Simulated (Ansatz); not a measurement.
`S[Si]S` + HBr → `S[Si]Br` + H₂S  (ligand exchange at the Si–S bond)

Computed with Ansatz on PBE0-D4/def2-TZVP structures; ΔE is electronic, products minus reactants. CBS: MP2 limit from def2 TZ/QZ plus the TZ coupled-cluster correction, frozen cores. This one scheme is used for every species. Functionals use def2-TZVPP. For Br outer-core shells are correlated without core-valence functions, which leaves a few kJ/mol of doubt a bond. Scalar relativity is left out up to krypton. One conformer a species, not always the lowest.

`S[Si]S`:

Cartesian coordinates in Å:
```
S -0.053 1.304 -0.151
Si 0.351 -0.389 1.094
S -0.098 -1.929 -0.331
H 0.246 2.211 0.795
H -0.445 -1.197 -1.407
```

HBr:

Z-matrix (Å, degrees):
```
Br
H 1 1.420
```

`S[Si]Br`:

Cartesian coordinates in Å:
```
S -0.187 -1.044 0.415
Si 0.105 1.034 0.037
Br 0.484 0.859 -2.182
H -0.402 -0.849 1.730
```

H₂S:

Z-matrix (Å, degrees):
```
S
H 1 1.341
H 1 1.341 2 92.3
```

| level | ΔE (kJ/mol) |
| --- | --- |
| ωB97X-V | -31.1 |
| HF/def2-QZVPP | -39.1 |

(1) What does CCSD(T)/CBS give? (Best estimate.)

Largest T1 diagnostic among the species: 0.015.

Results:

(1) Computed: -32.1 kJ/mol. The listed levels differ from it by 1.0, -7.0 kJ/mol.

In def2-TZVPP, CCSD(T) changes the Hartree–Fock value by +9.1 kJ/mol (the triples alone add +1.6 kJ/mol) and MP2 by +8.2 kJ/mol. Leaving LDA and LC-ωPBE aside and taking each functional with its dispersion term where it has one, the values, not all of them listed here, spread over 8.2 kJ/mol, from BHLYP-D4 to revPBE-D4. LDA lies +3.8 kJ/mol from PBE without D4.
